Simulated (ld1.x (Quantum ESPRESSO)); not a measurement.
Before and after: TM potential for fluorine (F)

F (Z = 9), norm-conserving Troullier–Martins (Kleinman–Bylander form), made with ld1.x (Quantum ESPRESSO) 7.5 (BP86, non-relativistic). Core [He], reference 2s2 2p5. Waves: 2s (bound): rc 0.85 bohr; 2p (bound): rc 0.80 bohr; 3d channel at -0.1 Ry: rc 0.85 bohr. Local part: all-electron potential smoothed inside 0.65 bohr (lloc = -1). Core correction: Bessel-smoothed model core, default radius (core density twice the valence density).

Change: wave 2p (bound): rc 0.80 bohr becomes 2p (bound): rc 0.48 bohr.

Cutoffs: the cutoffs (Ry, on a coarse ladder) from which the occupation-weighted sum of valence levels, in a spherical-Bessel basis at the reference potential, stays within 10 and 1 mRy of its value at 400 Ry; they do not see the model core or the augmentation charge, which bear on the density cutoff. Errors are all-electron minus pseudo energies relative to the spin-unpolarised reference configuration.

Question: What does the change do?

Answer: Of the 7 tests that both files solve, the error grows in 0 and shrinks in 5 by more than 15 % and 0.3 meV (median size 4.7 → 1.2 meV); neither file shows a bound ghost. Less of the atom is replaced, so other configurations are described better.

| quantity | base | changed |
| --- | --- | --- |
| cutoff, loose | 180 Ry | over 300 Ry |
| cutoff, tight | 300 Ry | over 300 Ry |
| loose cutoff by channel (10 mRy a level) | s 80 Ry, p 140 Ry | s 80 Ry, p 260 Ry |
| bound ghosts | none | none |
| error for 2s2 2p4, meV [ΔE 19.49 eV] | +2.0 | +1.0 |
| error for 2s2 2p3, meV [ΔE 57.97 eV] | +19 | +7.5 |
| error for 2s2 2p2, meV [ΔE 118.70 eV] | +88 | +29 |
| error for 2s1 2p6, meV [ΔE 18.72 eV] | +8.8 | +1.2 |
| error for 2s2 2p4.5, meV [ΔE 7.59 eV] | +0.3 | +0.2 |
| error for 2s1 2p5, meV [ΔE 38.50 eV] | +4.7 | +2.4 |
| error for 2s2 2p5.3, meV [ΔE -2.70 eV] | 0.0 | 0.0 |
| s: phases at 0.95 bohr within 0.05 rad from the reference energy up to (Ry; the scan ends near 5) | to the end of the scan | to the end of the scan |
| p: phases at 0.95 bohr within 0.05 rad from the reference energy up to (Ry; the scan ends near 5) | to the end of the scan | to the end of the scan |
| d: phases at 0.95 bohr within 0.05 rad from the reference energy up to (Ry; the scan ends near 5) | to the end of the scan | to the end of the scan |
